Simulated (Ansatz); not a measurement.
`[OH][Y]([OH])[OH]`, relaxed with RKS PBE0-D4/def2-TZVP in Ansatz 0.2.0 from a GFN2-xTB geometry. The force threshold is 0.005 eV/Å; the program also tests the step.

Total charge 0; spin multiplicity 1. Y: def2 effective core potential.

Start:

```xyz
7

O     0.967    1.540    0.229
Y    -0.469    0.351   -0.388
O     0.351   -1.101   -1.423
O    -1.316   -0.444    1.195
H     1.762    1.547   -0.323
H    -0.051   -1.973   -1.297
H    -1.243    0.080    2.006
```

Q: How much energy does the relaxation release, and in how many steps? (Estimate.)

A: The calculation gave: 86.72 kJ/mol, in 10 steps, 1 of them rejected.

Q: Which bonds change most? (Estimate.)

A: Ansatz gave: Y2–O3 from 1.963 to 2.028 Å; Y2–O4 from 1.963 to 2.028 Å; O1–Y2 from 1.964 to 2.028 Å; O4–H7 from 0.969 to 0.952 Å.

Q: Give the relaxed structure. (Best estimate.)

A: Computed: 
```xyz
7

O     1.294    1.553   -0.166
Y     0.000    0.000    0.000
O     0.022   -1.490   -1.376
O    -1.316   -0.063    1.542
H     1.900    2.282   -0.243
H     0.034   -2.189   -2.022
H    -1.934   -0.094    2.265
```
